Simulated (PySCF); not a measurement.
# Unknown compound

Molecular formula: C₄H₂N₂O. Simulated spectra:

¹H NMR (400 MHz, computed): δ 8.68 (s, 1H), 3.04 (s, 1H).

¹³C{¹H} NMR (computed): δ 171.4 (CH), 160.1 (C), 95.3 (CH), 76.2 (C).

PySCF calculation with shielding tensors at PBE0/pcSseg-1 (GIAO), J couplings at B3LYP/pcJ-1 and geometry: GFN2-xTB; gas phase, relativity neglected, one computed conformer.

δ = σ(ref) − σ, references computed at the same level: TMS for ¹H (31.72 ppm) and ¹³C (186.93 ppm).

**Question.** Propose a structure and justify it.

**Answer.** 
The formula gives 5 degrees of unsaturation (1 ring in the answer). 4 carbon signals for 4 carbons: no two carbons are equivalent. Carbon types of the structure: 2 × C, 2 × CH, which accounts for all hydrogens. δC 171.4: aromatic CH between two ring heteroatoms. δC 160.1: substituted aromatic carbon next to a ring nitrogen. δC 95.3: terminal alkyne carbon; the triple bond shields along its axis, which puts it between sp3 and sp2 carbons. δC 76.2: alkyne carbon; the triple bond shields along its axis, which puts it between sp3 and sp2 carbons. δH 8.68: hydrogen on an aromatic CH between two ring heteroatoms; aromatic region. δH 3.04: hydrogen on a terminal alkyne carbon; it lies on the axis of the triple bond, in its shielding cone.

These data were computed for `C#Cc1ncon1`.

This is the structure that produced the data.

Shifts are as computed. Against solution values, carbons near 30 ppm lie about +3 ppm off and those near 130 ppm about +5 ppm. Of 1211 compounds with measured shifts, 218 miss one by over three times the rms of a fit or turn the order of signals round; such compounds aren't used in these exercises.
